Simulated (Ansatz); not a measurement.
Mulliken charges of `[F][Cu]` from PBE/def2-TZVPP in Ansatz (PBE0-D4/def2-TZVP geometry).

```tsv
atom	x (Å)	y (Å)	z (Å)	charge (e)
F1	0.766	-0.299	0.379	-0.471
Cu2	-0.736	0.239	-0.375	0.471
```

Question: By hand: the dipole of these point charges (1 e Å = 4.8032 D).

Answer: Σ q r = (-0.707, 0.253, -0.355) e Å, of length 0.831 e Å = 3.99 D.

Question: How does the dipole of the full density compare? (An estimate is asked.)

Answer: Ansatz gave: (-0.812, 0.291, -0.408) e Å, 4.58 D; the point charges give 0.87 times that, at 0° from its direction.

Point charges leave out the atoms' own dipoles, such as those of lone pairs, and Mulliken's split depends on the basis, so the close match here is no proof of good charges.
